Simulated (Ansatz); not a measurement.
Z-matrix (Å, degrees):
```
Si
C 1 1.883
H 1 1.482 2 111.1
H 1 1.483 2 110.1 3 122.2
H 1 1.487 2 106.4 3 -118.9
C 2 1.485 1 113.6 3 -68.2
C 2 1.332 1 122.4 3 105.2
O 6 1.205 2 120.6 1 22.3
S 6 1.782 2 120.9 1 -157.0
H 7 1.087 2 122.6 1 -174.3
H 7 1.085 2 121.1 1 3.6
H 9 1.341 6 97.6 2 8.6
```

Total charge 0; spin multiplicity 1.

Task: List the ωB97M-V/def2-TZVPP orbital energies in eV (Ansatz). (Estimate.)

Result: The calculation gave: Occupied: -2427.54, -1807.07, -526.35, -285.05, -282.59, -282.27, -221.51, -164.63, -164.54, -164.43, -148.17, -102.29, -102.27, -102.26, -32.72, -25.77, -24.17, -20.93, -18.57, -17.15, -16.67, -15.64, -14.98, -14.53, -13.27, -12.40, -12.11, -11.92, -10.82, -10.27, -10.09. Lowest empty: 0.06, 2.06, 2.25, 2.55, 2.98, 3.27, 3.42, 3.46.
